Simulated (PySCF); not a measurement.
# Sulfur: a sound run and one with changed settings

Sound run: S²⁺ [Ne] 3s2 3p2, S³⁺ [Ne] 3s2 3p1. Computed with PySCF 2.14 in def2-TZVP, with the non-relativistic Hamiltonian (point nucleus). The sound run starts from symmetry-adapted Hartree-Fock orbitals and uses a fine grid where one is needed.

A second run was set up differently.

```json
{"species": "S²⁺", "method": "UHF", "sound run (hartree)": "-396.32774", "changed run (hartree)": "-396.26042", "converged": "no"}
{"species": "S²⁺", "method": "M06-L", "sound run (hartree)": "-396.86511", "changed run (hartree)": "-396.24412", "converged": "no"}
{"species": "S²⁺", "method": "M06-2X", "sound run (hartree)": "-396.85969", "changed run (hartree)": "-396.57625", "converged": "no"}
{"species": "S³⁺", "method": "UHF", "sound run (hartree)": "-395.07264", "changed run (hartree)": "-395.04868", "converged": "no"}
{"species": "S³⁺", "method": "M06-L", "sound run (hartree)": "-395.58710", "changed run (hartree)": "-395.29568", "converged": "no"}
{"species": "S³⁺", "method": "M06-2X", "sound run (hartree)": "-395.58516", "changed run (hartree)": "-395.46269", "converged": "no"}
```

**Question.** What was changed?
A. all electrons correlated in a valence basis
B. a valence shell is frozen
C. level shift left on
D. too few SCF iterations

**Answer.** D. It used initial guess 1e, at most 2 SCF cycles. The SCF was stopped early; the energies are upper bounds that still move, and correlated levels were skipped or rest on poor orbitals.
